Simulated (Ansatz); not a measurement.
Basis sets compared for the cluster Si3Pt⁺ (the lowest doublet isomer of a short search). Charge 1, multiplicity 2. Geometry B3LYP-D4/def2-SVP. Ansatz on 4 threads of Arm Neoverse N1 on a shared host; times are rough, and most runs start from earlier orbitals.

```csv
atom,x (Å),y (Å),z (Å)
Pt1,-0.917,-0.693,-0.539
Si2,-0.090,1.263,-1.479
Si3,0.083,-1.265,1.478
Si4,0.924,0.696,0.541
```

In the def2 sets Pt takes a core potential; there is no spin–orbit coupling. The structure comes from a short search, and lower isomers may exist.

| level | functions | energy (Eh) | HOMO (eV) | LUMO (eV) | wall time |
| --- | --- | --- | --- | --- | --- |
| PBE-D4/def2-SVP | 86 | -986.8966 | -10.51 | -9.93 | 2.5 s |
| PBE0-D4/def2-SVP | 86 | -986.8902 | -11.33 | -9.13 | 3.3 s |

Q: Estimate the rows for PBE-D4/def2-TZVP (with forces), PBE0-D4/def2-TZVP.

A: 
| level | functions | energy (Eh) | HOMO (eV) | LUMO (eV) | wall time |
| --- | --- | --- | --- | --- | --- |
| PBE-D4/def2-TZVP (with forces) | 151 | -987.2122 | -10.39 | -9.80 | 4.6 s |
| PBE0-D4/def2-TZVP | 151 | -987.2050 | -11.19 | -8.96 | 6.5 s |
